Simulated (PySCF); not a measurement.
**Computed NMR parameters against published values**

Mapped SMILES: `[SH:1][c:2]1[cH:3][cH:4][cH:5][cH:6][cH:7]1`. Each H is labelled by its parent atom.

Averaged over atoms made equivalent by symmetry, fast rotation or ring inversion, no solvent, non-relativistic Hamiltonian, single conformer. NMR shieldings at PBE0/pcSseg-1/GIAO; geometry from GFN2-xTB; PySCF 2.14.

Reference values: estimated from measurements, as parent shift plus tabulated substituent increment (solution, not stated per compound (mostly CDCl3 or CCl4); Pretsch, Buehlmann, Badertscher, Structure Determination of Organic Compounds, 4th ed. (2009)).
| atoms | quantity | reference | computed | computed, scaled |
| --- | --- | --- | --- | --- |
| C3/C7 | δ ¹³C | 129.2 | 130.9 | 125.3 |
| C4/C6 | δ ¹³C | 128.8 | 134.6 | 129.0 |
| C5 | δ ¹³C | 125.3 | 128.8 | 123.3 |
| H(C3)/H(C7) | δ ¹H | 7.26 | 7.32 | 6.99 |
| H(C4)/H(C6) | δ ¹H | 7.18 | 7.46 | 7.13 |
| H(C5) | δ ¹H | 7.12 | 7.24 | 6.92 |

Computed shifts are σ(ref) − σ with the named reference compound (TMS for H and C) calculated as an isolated molecule at the same level. The measured values may be among those fitted. Expected solution values come from regression of measured δ (H and C: mostly CDCl3, vs TMS) on computed σ: ¹³C (scatter 2.1 ppm rms, 2.3 ppm with the 13 outliers that the fit left out, with a fitted term for attached S); ¹H (scatter 0.17 ppm rms, 0.18 ppm with the 4 outliers that the fit left out). A few per cent of atoms miss by over 2 rms, more outside the fitted compound classes. Hydrogens on heteroatoms aren't scaled, only referred to computed TMS.

(1) How far are the unscaled ¹³C shifts from the references?

(2) How far are the unscaled ¹H shifts from the references?

Results:

(1) Mean signed difference +3.67 ppm, mean absolute 3.67 ppm over 3 comparisons; the largest is +5.8 ppm at C4/C6 (aromatic CH).

(2) Mean signed difference +0.15 ppm, mean absolute 0.15 ppm over 3 comparisons; the largest is +0.28 ppm at H(C4)/H(C6) (hydrogen on an aromatic CH).
